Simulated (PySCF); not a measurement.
Start geometry of `O[SiH2]O[SiH3]` from GFN2-xTB (Å):
```
atom  x, y, z in Å
O1     2.434   -0.503   -0.045
Si2    0.894   -1.045    0.074
O3    -0.102    0.234    0.280
Si4   -1.483    0.955    0.496
H5     2.594    0.447    0.035
H6     0.538   -1.685   -1.180
H7     0.809   -1.889    1.258
H8    -2.343    0.649   -0.659
H9    -1.181    2.377    0.604
H10   -2.110    0.439    1.745
```

What comes out of this run: PBE0-D3(BJ)/def2-SVP geometry optimisation, gas phase in PySCF?

```
atom  x, y, z in Å
O1     2.522   -0.282   -0.135
Si2    1.008   -0.918    0.054
O3    -0.111    0.286    0.203
Si4   -1.636    0.891    0.400
H5     2.881    0.227    0.597
H6     0.752   -1.708   -1.176
H7     0.926   -1.764    1.282
H8    -2.501    0.503   -0.754
H9    -1.555    2.377    0.480
H10   -2.244    0.362    1.659
```

The energy falls by 0.266 eV over 17 energy and gradient evaluations, the largest force component goes from 0.0494 to 3.3e-04 Eh/bohr, and the atoms move by 0.245 Å rms after alignment. The bond that changes most is O3–Si4 (siloxane oxygen to oxygen-bound silicon), which lengthens by 0.081 Å. Bonds longer at the end by more than 0.005 Å: 7 of 9; shorter: 1. Among the angles that change most is H6–Si2–H7, from 115.6° to 111.7°. Among the dihedrals that turn most is H5–O1–Si2–H6, from 118° to -177°. Rotational constants go from 16470, 1996, 1859 to 16850, 1860, 1751 MHz. The orientation of the end geometry is arbitrary; only internal coordinates are fixed.

The run used 94 basis functions and 105 SCF cycles in all.

No frequency check. One conformer, not necessarily the lowest.
